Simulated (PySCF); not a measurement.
CH3ClFInO, SMILES [In]([F])([O]C)[Cl].

Geometry optimised at PBE-D3(BJ)/def2-SVP. The structure was generated by enumeration; whether it is a known compound was not checked. The def2 effective core potentials stand for the cores of In; spin–orbit coupling is left out. One conformer was computed; it need not be the lowest.

The numbers are results of PBE-D3(BJ)/def2-SVP in PySCF, not measurements.

Frequencies are harmonic and unscaled.

| mode | ν (cm⁻¹) | IR (km/mol) | moving atoms (share of kinetic energy) |
|---|---|---|---|
| 1 | 44 | 3.3 | H 51 %, Cl 20 %, C 16 % |
| 2 | 77 | 1.8 | H 60 %, C 15 %, Cl 14 % |
| 3 | 80 | 0.3 | F 30 %, C 22 %, O 20 %, H 17 %, In 10 % |
| 4 | 106 | 17.0 | F 66 %, Cl 16 %, In 14 % |
| 5 | 117 | 26.1 | O 42 %, In 28 %, F 16 %, Cl 10 % |
| 6 | 241 | 14.2 | C 36 %, O 31 %, H 20 %, In 10 % |
| 7 | 353 | 23.0 | Cl 78 %, In 18 % |
| 8 | 518 | 41.3 | O 68 %, In 12 % |
| 9 | 603 | 54.2 | F 80 %, In 16 % |
| 10 | 1052 | 132.8 | O 48 %, C 46 % |
| 11 | 1121 | 6.4 | H 77 %, C 19 % |
| 12 | 1141 | 0.4 | H 73 %, C 19 % |
| 13 | 1403 | 4.2 | H 95 % |
| 14 | 1416 | 19.8 | H 92 % |
| 15 | 1426 | 20.0 | H 94 % |
| 16 | 2911 | 84.0 | H 98 % |
| 17 | 2986 | 32.3 | H 90 %, C 10 % |
| 18 | 3007 | 17.3 | H 90 %, C 10 % |
